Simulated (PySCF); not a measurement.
A PySCF script (with the pyscf-properties extension) for the NMR shieldings of `C=NC[SiH2][Si@H](O)C#N`, C3H8N2OSi2, on a GFN2-xTB geometry:

```python
import basis_set_exchange as bse
import numpy as np
from pyscf import gto, dft
from pyscf.prop import nmr

atoms = """
C    -1.885271   -0.566971    1.823299
N    -1.187083    0.107518    1.027142
C    -1.427641    0.080594   -0.372748
Si    0.094177   -0.788490   -1.195906
Si    1.938113    0.173359   -0.179285
O     1.473513    0.901659    1.187736
C     2.643386    1.485784   -1.320731
N     3.059937    2.266807   -2.048238
H    -2.740122   -1.177131    1.519939
H    -1.637172   -0.547141    2.874002
H    -1.453012    1.114002   -0.724096
H    -2.378359   -0.402866   -0.635169
H    -0.069254   -0.602379   -2.640578
H    -0.063788   -2.222995   -0.913534
H     3.085495   -0.678533    0.142376
H     0.539482    0.865725    1.444378
"""
names = dict.fromkeys(["C", "N", "Si", "O", "H"], "pcSseg-1")
basis = {el: gto.basis.parse(bse.get_basis(n, elements=[el], fmt="nwchem")) for el, n in names.items()}
mol = gto.M(atom=atoms, basis=basis, charge=0, verbose=0)
mf = dft.RKS(mol, xc="PBE0")
mf.grids.level = 2
mf.grids.alignment = dft.numint.BLKSIZE   # the property module wants whole blocks of grid points
mf.conv_tol = 1e-9
mf.kernel()

calc = nmr.RKS(mf)   # GIAO
C = mf.mo_coeff
Co = C[:, mf.mo_occ > 0]
resp = mf.gen_response(singlet=True, hermi=2)
def vind(x):   # induced exchange potential for any number of trial vectors
    d = np.einsum("pi,xij,qj->xpq", C, 2 * x.reshape(-1, C.shape[1], Co.shape[1]), Co, optimize=True)
    return np.einsum("xpq,pi,qj->xij", resp(d - d.transpose(0, 2, 1)), C, Co, optimize=True).ravel()
mo1, _ = nmr.rhf.solve_mo1(calc, with_cphf=vind)
sigma = calc.kernel(mo1)
for i, s in enumerate(sigma):   # ppm
    print("%2d %-2s %9.2f" % (i, mol.atom_pure_symbol(i), np.trace(s) / 3))
```

Question: Give the expected output.

Answer: 
```
 0 C      29.96
 1 N    -115.03
 2 C     133.11
 3 Si    421.46
 4 Si    396.18
 5 O     300.75
 6 C      59.90
 7 N     -91.25
 8 H      24.03
 9 H      24.64
10 H      27.31
11 H      27.96
12 H      27.56
13 H      28.01
14 H      26.31
15 H      25.99
```

These numbers come from an equivalent density-fitted implementation of the same equations, which agrees with the script to about 0.01 ppm for H and up to a few tenths of a ppm for heavy atoms, so last digits may differ.

Question: Turn these shieldings into chemical shifts. Chemical shifts δ = σref − σ; 13C (186.93 ppm) and 29Si (349.16 ppm) and 1H (31.72 ppm) vs TMS; NH3 for 15N (267.73 ppm); 17O (336.08 ppm) against H2O, all at this level.

Answer: Averaging equivalent atoms: C 0: 157.0; C 6: 127.0; C 2: 53.8; N 1: 382.8; N 7: 359.0; Si 4: -47.0; Si 3: -72.3; O 5: 35.3; H 8: 7.69; H 9: 7.08; H 15: 5.72; H 14: 5.40; H 10: 4.41; H 12: 4.16; H 11: 3.76; H 13: 3.71 ppm. Experimental scales use liquid or dissolved standards, which lie at an offset from isolated NH3 (liquid NH3: subtract about 20 ppm) and H2O (liquid H2O: subtract about 36 ppm). Unscaled 15N shifts of sp2 nitrogen come out 20 to 40 ppm too high even then.

Size and cost of the density-fitted run: 190 basis functions, 23 s wall time on 1 thread of an Arm Neoverse V2, shared host; peak memory 0.9 GiB.
